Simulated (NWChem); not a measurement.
# MgO; SMILES [O]=[Mg]

Program: NWChem. Geometry: optimised at PBE-D3(BJ)/def2-SVP.

Problem. Predict the results for TPSS/pcseg-2. Quantities: highest occupied level (eV); orbital gap (eV); dipole (D).

Solution. 
```
Property                     Result
---------------------------  ------
highest occupied level (eV)   -4.77
orbital gap (eV)               0.63
dipole (D)                     7.04
```
